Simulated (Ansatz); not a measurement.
Input for Ansatz (a program for electronic structure): R-CCSD(T)/cc-pV(D+d)Z on CH5NOSi (SMILES CO[Si]N), a point of a torsion scan. Files ending in .json are basis or fitting sets from the Basis Set Exchange.

Ansatz 0.2 input:
```yaml
crystal:
  periodic: [false, false, false]
  atoms:
    - {symbol: C, position_ang: [-1.66694242, -0.06064455, 0.29272952]}
    - {symbol: O, position_ang: [-0.33579057, 0.02217687, -0.06287242]}
    - {symbol: Si, position_ang: [0.99548875, -0.23104891, 0.88524398]}
    - {symbol: N, position_ang: [2.12879570, 0.08406927, -0.35050076]}
    - {symbol: H, position_ang: [-2.15046878, 0.90757205, 0.12848138]}
    - {symbol: H, position_ang: [-1.79388004, -0.34021681, 1.34386898]}
    - {symbol: H, position_ang: [-2.16571955, -0.80971863, -0.33033035]}
    - {symbol: H, position_ang: [3.12253097, 0.04304518, -0.21510637]}
    - {symbol: H, position_ang: [1.86492292, 0.33135675, -1.29464864]}
basis:
  gaussian:
    orbitals: cc-pV_D+d_Z.json
magnetization: {spin_polarized: false}
correlation: {method: ccsd_t, electrons: outside_noble_gas}
scf: {lower_state_search: off}
```

Program output:

```
WARN ansatz: RAYON_NUM_THREADS=1 ignored (pool sized by the plan → 1); use --threads N
Functional definition: HF
these checks for a lower state are left out or cut short: stability, starts, cluster_reference, orbital_swaps, neighbouring_geometries, increment
integrals: 0.09 GiB planned
865 factors; integrals over basis functions are off by at most 1.3e-3 eV
mean field: 0.18 GiB planned
mean field evaluation 1: about -12488.4669 eV, gradient 3.9e1 eV
mean field evaluation 2: about -12488.4691 eV, gradient 3.9e1 eV
mean field evaluation 4: about -12491.8540 eV, gradient 3.3e0 eV
mean field evaluation 8: about -12491.8947 eV, gradient 3.1e-4 eV
mean field -12491.89470578 eV, -459.0686631271 hartree, gradient 2.1e-6 eV, S^2 0.000000; 0 other end points of the search recorded, 0 dependent functions left out
8 core orbitals not correlated
reference -12491.89470578 eV, -459.0686631271 hartree; 12, 12 occupied and 70, 70 virtual orbitals, 865 factors
second order -15.78780591 eV of doubles, -0.00000000 eV of singles
coupled cluster: 0.28 GiB planned
cycle   1  -16.34324624 eV  change   -5.6e-1 eV  update   1.0e-1
cycle   2  -16.79501705 eV  change   -4.5e-1 eV  update   3.2e-2
cycle   3  -16.91848787 eV  change   -1.2e-1 eV  update   1.8e-2
cycle   4  -16.91027774 eV  change    8.2e-3 eV  update   4.4e-3
cycle   5  -16.90818227 eV  change    2.1e-3 eV  update   1.9e-3
cycle   6  -16.90863441 eV  change   -4.5e-4 eV  update   6.7e-4
cycle   7  -16.90827020 eV  change    3.6e-4 eV  update   2.2e-4
cycle   8  -16.90822342 eV  change    4.7e-5 eV  update   6.7e-5
cycle   9  -16.90824412 eV  change   -2.1e-5 eV  update   2.0e-5
perturbative correction -0.46094226 eV, -0.0169393156 hartree
Total energy: -12509.26389216 eV, -459.7069689533 hartree
Checks for a lower state left out: stability, starts, cluster_reference, orbital_swaps, neighbouring_geometries, increment
```

The calculation finished and met its thresholds.

Cost: roughly 6 core-seconds.
